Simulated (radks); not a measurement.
Species: Ba3+. Configuration: [Kr] 4d10 5s2 5p5. All-electron calculation, Dirac Kohn-Sham, PBEsol, spin-unpolarised, spherical densities, point nucleus; open shells are shared between the two j in proportion to 2j + 1. Program: a radial shooting solver on a logarithmic mesh with Libxc functionals.

Unscreened Slater integrals over Kohn-Sham orbitals (cm^-1). Large and small components are both included.

integral,value
"F0(5p3/2,5p3/2)",106580
"F2(5p3/2,5p3/2)",57923
"F0(5p3/2,5p1/2)",108560
"G2(5p3/2,5p1/2)",58663
"F0(5p3/2,5s1/2)",113710
"G1(5p3/2,5s1/2)",75811
"F0(5p3/2,4d5/2)",132470
"F2(5p3/2,4d5/2)",38433
"G1(5p3/2,4d5/2)",11225
"G3(5p3/2,4d5/2)",10863
"F0(5p1/2,5p1/2)",110710
"F0(5p1/2,5s1/2)",116300
"G1(5p1/2,5s1/2)",79702
"F0(5p1/2,4d5/2)",136980
"G3(5p1/2,4d5/2)",12189
"F0(5s1/2,5s1/2)",123100
"F0(5s1/2,4d5/2)",149750
"G2(5s1/2,4d5/2)",17647
"F0(4d5/2,4d5/2)",246170
"F2(4d5/2,4d5/2)",125190
"F4(4d5/2,4d5/2)",83552
